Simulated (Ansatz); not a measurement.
The cluster Zn₂SF₂, relaxed as a singlet with RKS PBE0-D4/def2-SVP in Ansatz, starting from the GFN1-xTB geometry. Force threshold 0.02 eV/Å.

The structure comes from a short search, and lower isomers may exist.

Start:

```xyz
5

Zn    0.8235    0.5204   -1.4047
Zn   -0.6589   -0.5608    1.4792
S    -1.0281   -0.0827   -0.5571
F     1.8761    1.0873   -2.6003
F    -1.0125   -0.9641    3.0829
```

**Question.** Estimate the energy that the relaxation releases and the steps that it takes.

**Answer.** 28.7 kJ/mol, in 6 steps; 7 s on 4 threads of Intel Xeon 6975P-C on a shared host. No frequencies were taken in this run, so the end may be a saddle point.

**Question.** Does the start keep its bonding and symmetry?

**Answer.** By distances, no bond broke or formed. The bond that changes most is Zn1–F4, from 1.69 to 1.74 Å (atoms count from 1). The end is the same structure that another start reached, the lowest one found. Point group Cs at the start, C2v at the end, both within 0.05 Å.

**Question.** Predict the relaxed structure.

**Answer.** 
```csv
atom,x (Å),y (Å),z (Å)
Zn1,0.5383,0.4732,-1.4237
Zn2,-0.8308,-0.5047,1.2633
S3,-1.4163,-0.1519,-0.7769
F4,2.1048,0.9849,-1.9857
F5,-0.3961,-0.8016,2.9230
```
Bond lengths (bridged metal pairs left out): 2 × S–Zn 2.15 Å; 2 × F–Zn 1.74 Å.
